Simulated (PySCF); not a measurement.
Species: C7H11O (doublet state).
Cartesian coordinates in Å at the GFN2-xTB level; atoms count from 1:
```xyz
19
C7H11O angstrom
C      2.9182    0.4213    0.4411
C      1.6027    0.2544    0.1500
C      0.7373    0.7194   -0.8344
C     -0.4468   -0.0176   -0.2890
C     -1.0307   -1.0831   -1.2126
C     -1.5719    0.8872    0.2434
O     -2.5482    0.1753    0.9597
C      0.5071   -0.5486    0.8225
H      3.5473    1.0430   -0.1708
H      3.3684   -0.0641    1.2886
H      0.8530    1.3594   -1.6875
H     -0.2553   -1.7733   -1.5361
H     -1.4672   -0.6125   -2.0908
H     -1.8106   -1.6362   -0.6941
H     -1.1338    1.6813    0.8664
H     -2.0984    1.3546   -0.5918
H     -2.1117   -0.3016    1.6752
H      0.2701   -0.2237    1.8359
H      0.6607   -1.6260    0.8167
```

The hyperfine couplings belong to this conformer and change with its torsions.

The species is `[CH2]C1=C[C@](C)(CO)C1` [radical].

Computed, not measured: UKS B3LYP, pcH-1 on C H O, non-relativistic, mean-field spin-orbit, GIAO in PySCF 2.14.0. The structure is a single GFN2-xTB conformer in the gas phase; no vibrational or solvent corrections. The geometry wasn't refined by DFT: couplings that depend on bond lengths, twists or pyramidal angles can differ widely from those at the functional's own minimum. No stability test was run, so a lower SCF solution isn't excluded. ⟨S²⟩ is 0.776 where a pure state has 0.75.

Principal values of hyperfine tensors in MHz (contact and dipolar terms together), for some of the nuclei:

```tsv
atom	isotope	A1	A2	A3
C3	13C	8.75	10.84	166.21
C1	13C	1.65	3.11	146.90
C2	13C	-77.52	-39.32	-30.64
C6	13C	39.73	39.94	48.17
H10	1H	-63.56	-40.22	-15.89
H9	1H	-59.24	-39.46	-15.91
C5	13C	30.91	31.05	40.00
C4	13C	-23.63	-20.90	-20.58
```

(1) Split each tensor into its isotropic and traceless parts, and turn a_iso into mT with g = 2.0025.

(2) What spin density at the nucleus of C6 lies behind its contact coupling (g_N = 1.40482)?

(3) H11 (1H, g_N = 5.58569) isn't in the table. Its spin density at the nucleus is -0.009171 bohr⁻³. What is its contact coupling?

(4) Name the largest traceless tensor T of the table and describe it.

(5) What first-order splitting does C3 cause when the field lies along A1, A2 or A3 of its tensor (g taken as isotropic, no quadrupole term)?

## Answers

(1) a_iso is a third of the trace, T = A − a_iso, and a(mT) = a(MHz)/(g × 13.996).

```tsv
atom	a_iso (MHz)	a_iso (mT)	T1	T2	T3
C3	61.93	2.210	-53.18	-51.09	104.27
C1	50.55	1.804	-48.91	-47.44	96.35
C2	-49.16	-1.754	-28.36	9.84	18.52
C6	42.62	1.520	-2.88	-2.67	5.56
H10	-39.89	-1.423	-23.67	-0.33	24.00
H9	-38.20	-1.363	-21.04	-1.25	22.29
C5	33.99	1.213	-3.08	-2.94	6.01
C4	-21.70	-0.774	-1.93	0.81	1.12
```

(2) a_FC = (2μ0/3) gₑ μB g_N μN ρ(0)/(2S·h) = 800.24 MHz × g_N × ρ(0)/(2S), with ρ in bohr⁻³. With a_FC = 42.62 MHz and 2S = 1, ρ(0) = 0.03791 bohr⁻³.

(3) By the same relation, a_FC = -41.0 MHz. Its full tensor has the principal values -64.61, -42.02, -16.35 MHz.

(4) C3: -53.2, -51.1, 104.3 MHz, nearly axial, close to the ratio −1:−1:+2, the form that spin in one p orbital centred on that nucleus gives.

(5) 2 lines (I = 1/2), spaced by |A_i|/(g × 13.996): 0.31, 0.39, 5.93 mT along the axes of A1, A2 and A3.
